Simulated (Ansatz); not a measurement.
Ideal-gas functions of AlB2FH2OS, SMILES `[F][Al]1[BH]O[B]1S` at 500 K and 1 bar, from an Ansatz frequency run at PBE0-D4/def2-TZVP.

Molar mass 117.69 g/mol, point group Cs (symmetry number 1), electronic degeneracy 1, moments of inertia 125.682, 387.653, 513.334 u Å². Harmonic wavenumbers (cm⁻¹, unscaled): 104, 131, 144, 247, 369, 386, 391, 470, 602, 734, 747, 854, 947, 1038, 1168, 1180, 2636, 2666.

Use S(trans) = R[1.5 ln M + 2.5 ln T − 1.1517]; rotational temperatures θ = 24.2544 K / I; S(rot) = R[ln(√π/σ · √(T³/θAθBθC)) + 1.5]; for each mode x = 1.438777 ν̃/T, S = R[x/(eˣ − 1) − ln(1 − e⁻ˣ)] and H = RT x/(eˣ − 1); 1 cm⁻¹ = 0.0119627 kJ/mol; R = 8.31446 J/(mol·K).

Question: By hand: the entropy, in J/(mol·K).

Answer: Translation 179.1. Rotation: θ = 0.193, 0.0626, 0.0472 K, giving 125.8. Vibration, mode by mode: 18.38, 16.48, 15.70, 11.33, 8.20, 7.86, 7.76, 6.41, 4.71, 3.49, 3.39, 2.66, 2.15, 1.75, 1.30, 1.26, 0.04, 0.03, in all 112.9. Electronic 0.0. Sum 417.8 J/(mol·K).

Question: By hand: H − E and G − E in kJ/mol, counted from the electronic energy.

Answer: Zero-point energy ½ × 14814 × 0.0119627 = 88.6; thermal vibration 29.4; translation, rotation and pV give 4 RT = 16.6. H − E = 134.6 kJ/mol, and G − E = 134.6 − 500 × 417.8/1000 = -74.3 kJ/mol.

Vibration gives 27 % of the entropy, 50.6 J/(mol·K) of it from the modes under 150 cm⁻¹: soft modes count most, and the harmonic formula is weakest for them. The sum counts one conformer and one mirror image; others add a mixing term.
